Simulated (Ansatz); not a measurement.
## Molecular dynamics of H$_{6}$W

The input (input.yaml):

```yaml
crystal:
  periodic: [false, false, false]
  atoms:
    - { symbol: W, position_ang: [0.0, 0.0, 0.0] }
    - { symbol: H, position_ang: [0.0, 0.0, 1.815433] }
    - { symbol: H, position_ang: [1.815433, 0.0, 0.0] }
    - { symbol: H, position_ang: [0.0, 1.815433, 0.0] }
    - { symbol: H, position_ang: [-1.815433, 0.0, 0.0] }
    - { symbol: H, position_ang: [0.0, -1.815433, 0.0] }
    - { symbol: H, position_ang: [0.0, 0.0, -1.815433] }
basis:
  gaussian: { orbitals: def2-SVP }
hamiltonian:
  xc: b3lyp
md:
  timestep: 0.5
  n_steps: 56
  ensemble: nve
  temperature: 3000.0
  initial_velocities: maxwell_boltzmann
  seed: 231997
```

Launched with:

```bash
$ ansatz run input.yaml --threads 1 --pin off --max-ram 2048MiB --backend cpu --events-out ev --progress --plain --runs-dir out
```

It starts from a relaxed structure.

Output, in part (step lines, the closing report, with atoms numbered from 0):

```
md step     0: t =     0.00 fs  T =  3000.0 K  F+E_penalty+E_count = -1914.06091690 eV  E_kin = 1.938900 eV  conserved = -1912.12201691 eV  (1076 SCF iters)
md step     1: t =     0.50 fs  T =  3169.2 K  F+E_penalty+E_count = -1914.26050348 eV  E_kin = 2.048265 eV  conserved = -1912.21223806 eV  (281 SCF iters)
md step     2: t =     1.00 fs  T =  3547.6 K  F+E_penalty+E_count = -1914.50484283 eV  E_kin = 2.292843 eV  conserved = -1912.21199982 eV  (75 SCF iters)
md step     3: t =     1.50 fs  T =  3983.2 K  F+E_penalty+E_count = -1914.78610566 eV  E_kin = 2.574348 eV  conserved = -1912.21175736 eV  (55 SCF iters)
md step     4: t =     2.00 fs  T =  4483.8 K  F+E_penalty+E_count = -1915.10977295 eV  E_kin = 2.897899 eV  conserved = -1912.21187418 eV  (49 SCF iters)
md step     5: t =     2.50 fs  T =  5049.7 K  F+E_penalty+E_count = -1915.47612092 eV  E_kin = 3.263629 eV  conserved = -1912.21249175 eV  (41 SCF iters)
md step     6: t =     3.00 fs  T =  5670.0 K  F+E_penalty+E_count = -1915.87812629 eV  E_kin = 3.664492 eV  conserved = -1912.21363403 eV  (40 SCF iters)
md step     7: t =     3.50 fs  T =  6322.0 K  F+E_penalty+E_count = -1916.30113475 eV  E_kin = 4.085934 eV  conserved = -1912.21520078 eV  (39 SCF iters)
md step     8: t =     4.00 fs  T =  6974.0 K  F+E_penalty+E_count = -1916.72430573 eV  E_kin = 4.507325 eV  conserved = -1912.21698041 eV  (37 SCF iters)
md step     9: t =     4.50 fs  T =  7589.3 K  F+E_penalty+E_count = -1917.12363401 eV  E_kin = 4.904937 eV  conserved = -1912.21869658 eV  (36 SCF iters)
md step    10: t =     5.00 fs  T =  8132.1 K  F+E_penalty+E_count = -1917.47585461 eV  E_kin = 5.255773 eV  conserved = -1912.22008115 eV  (34 SCF iters)
md step    11: t =     5.50 fs  T =  8573.8 K  F+E_penalty+E_count = -1917.76218254 eV  E_kin = 5.541233 eV  conserved = -1912.22094912 eV  (34 SCF iters)
md step    12: t =     6.00 fs  T =  8896.2 K  F+E_penalty+E_count = -1917.97086984 eV  E_kin = 5.749632 eV  conserved = -1912.22123767 eV  (34 SCF iters)
md step    13: t =     6.50 fs  T =  9093.4 K  F+E_penalty+E_count = -1918.09806089 eV  E_kin = 5.877065 eV  conserved = -1912.22099601 eV  (34 SCF iters)
md step    14: t =     7.00 fs  T =  9170.3 K  F+E_penalty+E_count = -1918.14709601 eV  E_kin = 5.926751 eV  conserved = -1912.22034484 eV  (34 SCF iters)
md step    15: t =     7.50 fs  T =  9140.3 K  F+E_penalty+E_count = -1918.12682573 eV  E_kin = 5.907396 eV  conserved = -1912.21942979 eV  (34 SCF iters)
md step    16: t =     8.00 fs  T =  9022.4 K  F+E_penalty+E_count = -1918.04959108 eV  E_kin = 5.831209 eV  conserved = -1912.21838219 eV  (35 SCF iters)
md step    17: t =     8.50 fs  T =  8838.1 K  F+E_penalty+E_count = -1917.92938109 eV  E_kin = 5.712071 eV  conserved = -1912.21731022 eV  (34 SCF iters)
md step    18: t =     9.00 fs  T =  8609.1 K  F+E_penalty+E_count = -1917.78034937 eV  E_kin = 5.564056 eV  conserved = -1912.21629314 eV  (37 SCF iters)
md step    19: t =     9.50 fs  T =  8355.8 K  F+E_penalty+E_count = -1917.61573483 eV  E_kin = 5.400343 eV  conserved = -1912.21539208 eV  (36 SCF iters)
md step    20: t =    10.00 fs  T =  8096.0 K  F+E_penalty+E_count = -1917.44707558 eV  E_kin = 5.232414 eV  conserved = -1912.21466204 eV  (38 SCF iters)
md step    21: t =    10.50 fs  T =  7843.8 K  F+E_penalty+E_count = -1917.28357693 eV  E_kin = 5.069430 eV  conserved = -1912.21414654 eV  (37 SCF iters)
md step    22: t =    11.00 fs  T =  7609.1 K  F+E_penalty+E_count = -1917.13164256 eV  E_kin = 4.917775 eV  conserved = -1912.21386763 eV  (39 SCF iters)
md step    23: t =    11.50 fs  T =  7397.3 K  F+E_penalty+E_count = -1916.99467163 eV  E_kin = 4.780858 eV  conserved = -1912.21381412 eV  (38 SCF iters)
md step    24: t =    12.00 fs  T =  7209.2 K  F+E_penalty+E_count = -1916.87324920 eV  E_kin = 4.659320 eV  conserved = -1912.21392889 eV  (38 SCF iters)
md step    25: t =    12.50 fs  T =  7042.8 K  F+E_penalty+E_count = -1916.76585947 eV  E_kin = 4.551770 eV  conserved = -1912.21408931 eV  (40 SCF iters)
md step    26: t =    13.00 fs  T =  6895.3 K  F+E_penalty+E_count = -1916.67042941 eV  E_kin = 4.456415 eV  conserved = -1912.21401463 eV  (42 SCF iters)
md step    27: t =    13.50 fs  T =  6768.6 K  F+E_penalty+E_count = -1916.58778363 eV  E_kin = 4.374549 eV  conserved = -1912.21323420 eV  (50 SCF iters)
md step    28: t =    14.00 fs  T =  6670.7 K  F+E_penalty+E_count = -1916.52439073 eV  E_kin = 4.311243 eV  conserved = -1912.21314742 eV  (50 SCF iters)
md step    29: t =    14.50 fs  T =  6597.8 K  F+E_penalty+E_count = -1916.47865172 eV  E_kin = 4.264151 eV  conserved = -1912.21450114 eV  (48 SCF iters)
md step    30: t =    15.00 fs  T =  6528.4 K  F+E_penalty+E_count = -1916.43500506 eV  E_kin = 4.219299 eV  conserved = -1912.21570639 eV  (46 SCF iters)
md step    31: t =    15.50 fs  T =  6441.3 K  F+E_penalty+E_count = -1916.37916139 eV  E_kin = 4.162983 eV  conserved = -1912.21617870 eV  (40 SCF iters)
md step    32: t =    16.00 fs  T =  6330.2 K  F+E_penalty+E_count = -1916.30687098 eV  E_kin = 4.091227 eV  conserved = -1912.21564386 eV  (45 SCF iters)
md step    33: t =    16.50 fs  T =  6210.6 K  F+E_penalty+E_count = -1916.22787687 eV  E_kin = 4.013884 eV  conserved = -1912.21399285 eV  (46 SCF iters)
md step    34: t =    17.00 fs  T =  6121.1 K  F+E_penalty+E_count = -1916.16723464 eV  E_kin = 3.956056 eV  conserved = -1912.21117860 eV  (52 SCF iters)
md step    35: t =    17.50 fs  T =  6154.1 K  F+E_penalty+E_count = -1916.19114515 eV  E_kin = 3.977402 eV  conserved = -1912.21374265 eV  (101 SCF iters)
md step    36: t =    18.00 fs  T =  6261.3 K  F+E_penalty+E_count = -1916.25980463 eV  E_kin = 4.046694 eV  conserved = -1912.21311018 eV  (45 SCF iters)
md step    37: t =    18.50 fs  T =  6424.7 K  F+E_penalty+E_count = -1916.36621549 eV  E_kin = 4.152286 eV  conserved = -1912.21392993 eV  (45 SCF iters)
md step    38: t =    19.00 fs  T =  6628.6 K  F+E_penalty+E_count = -1916.50013025 eV  E_kin = 4.284040 eV  conserved = -1912.21609047 eV  (48 SCF iters)
md step    39: t =    19.50 fs  T =  6831.0 K  F+E_penalty+E_count = -1916.63386514 eV  E_kin = 4.414866 eV  conserved = -1912.21899943 eV  (46 SCF iters)
md step    40: t =    20.00 fs  T =  6977.6 K  F+E_penalty+E_count = -1916.73154111 eV  E_kin = 4.509628 eV  conserved = -1912.22191341 eV  (41 SCF iters)
md step    41: t =    20.50 fs  T =  7021.8 K  F+E_penalty+E_count = -1916.76160422 eV  E_kin = 4.538215 eV  conserved = -1912.22338877 eV  (40 SCF iters)
md step    42: t =    21.00 fs  T =  6957.2 K  F+E_penalty+E_count = -1916.71761573 eV  E_kin = 4.496415 eV  conserved = -1912.22120044 eV  (39 SCF iters)
md step    43: t =    21.50 fs  T =  6857.5 K  F+E_penalty+E_count = -1916.64656016 eV  E_kin = 4.431983 eV  conserved = -1912.21457733 eV  (39 SCF iters)
md step    44: t =    22.00 fs  T =  6865.7 K  F+E_penalty+E_count = -1916.64727852 eV  E_kin = 4.437311 eV  conserved = -1912.20996704 eV  (38 SCF iters)
md step    45: t =    22.50 fs  T =  7068.6 K  F+E_penalty+E_count = -1916.78209144 eV  E_kin = 4.568430 eV  conserved = -1912.21366127 eV  (38 SCF iters)
md step    46: t =    23.00 fs  T =  7393.7 K  F+E_penalty+E_count = -1916.99900005 eV  E_kin = 4.778532 eV  conserved = -1912.22046812 eV  (37 SCF iters)
md step    47: t =    23.50 fs  T =  7692.3 K  F+E_penalty+E_count = -1917.19527327 eV  E_kin = 4.971549 eV  conserved = -1912.22372407 eV  (37 SCF iters)
md step    48: t =    24.00 fs  T =  7869.1 K  F+E_penalty+E_count = -1917.30934226 eV  E_kin = 5.085798 eV  conserved = -1912.22354449 eV  (37 SCF iters)
md step    49: t =    24.50 fs  T =  7903.6 K  F+E_penalty+E_count = -1917.33018185 eV  E_kin = 5.108092 eV  conserved = -1912.22208952 eV  (38 SCF iters)
md step    50: t =    25.00 fs  T =  7813.2 K  F+E_penalty+E_count = -1917.27014535 eV  E_kin = 5.049646 eV  conserved = -1912.22049924 eV  (36 SCF iters)
md step    51: t =    25.50 fs  T =  7625.2 K  F+E_penalty+E_count = -1917.14725298 eV  E_kin = 4.928180 eV  conserved = -1912.21907347 eV  (35 SCF iters)
md step    52: t =    26.00 fs  T =  7367.1 K  F+E_penalty+E_count = -1916.97920213 eV  E_kin = 4.761352 eV  conserved = -1912.21784989 eV  (35 SCF iters)
md step    53: t =    26.50 fs  T =  7063.4 K  F+E_penalty+E_count = -1916.78187973 eV  E_kin = 4.565051 eV  conserved = -1912.21682876 eV  (37 SCF iters)
md step    54: t =    27.00 fs  T =  6735.1 K  F+E_penalty+E_count = -1916.56891084 eV  E_kin = 4.352921 eV  conserved = -1912.21599014 eV  (38 SCF iters)
md step    55: t =    27.50 fs  T =  6400.1 K  F+E_penalty+E_count = -1916.35166439 eV  E_kin = 4.136368 eV  conserved = -1912.21529687 eV  (38 SCF iters)
md step    56: t =    28.00 fs  T =  6072.8 K  F+E_penalty+E_count = -1916.13957808 eV  E_kin = 3.924868 eV  conserved = -1912.21471032 eV  (34 SCF iters)
Total energy: -1916.13983971 eV, -70.4168403032 hartree
Atom 0 at    -0.016188     0.026079     0.015756 Å, force     0.759145    -6.208991    -3.791925 eV/Å
Atom 1 at     1.405373     0.472549     0.780023 Å, force     0.446245     0.731293     0.024305 eV/Å
Atom 2 at     0.856717    -1.879427    -0.465633 Å, force    -0.389935     2.588157     0.933970 eV/Å
Atom 3 at    -0.747794     0.439275    -1.887403 Å, force     0.747388    -0.390789     2.062825 eV/Å
Atom 4 at    -0.040386    -2.078823     1.061888 Å, force    -0.651766     2.131402    -1.050835 eV/Å
Atom 5 at     0.110661    -0.716625    -1.793886 Å, force    -0.784062     1.422627     1.566737 eV/Å
Atom 6 at     1.367816    -0.993279    -0.568595 Å, force    -0.127015    -0.273699     0.254923 eV/Å
Dipole moment:    -0.149344     0.368208    -0.056923 e Å
```

The run went to its last step. The conserved energy wandered by up to 14.5 meV per atom (net -13.2 meV per atom), which is poor conservation. The system heated up, since it started high on the potential surface and ran downhill. A run of 0.028 ps of so small a system gives no equilibrium averages.

The same pairs are bonded in the first frame and the last. Pairs count as bonded within 1.25 times the sum of covalent radii (0.12 Å more for H–H).

Last frame:

```xyz
7
Properties=species:S:1:pos:R:3
W -0.016 0.026 0.016
H 1.405 0.472 0.780
H 0.857 -1.879 -0.466
H -0.748 0.439 -1.887
H -0.040 -2.079 1.062
H 0.111 -0.717 -1.794
H 1.368 -0.993 -0.569
```

The run took 2.9 min on 1 thread of Arm Neoverse V1 (shared host), peak memory 0.12 GiB.
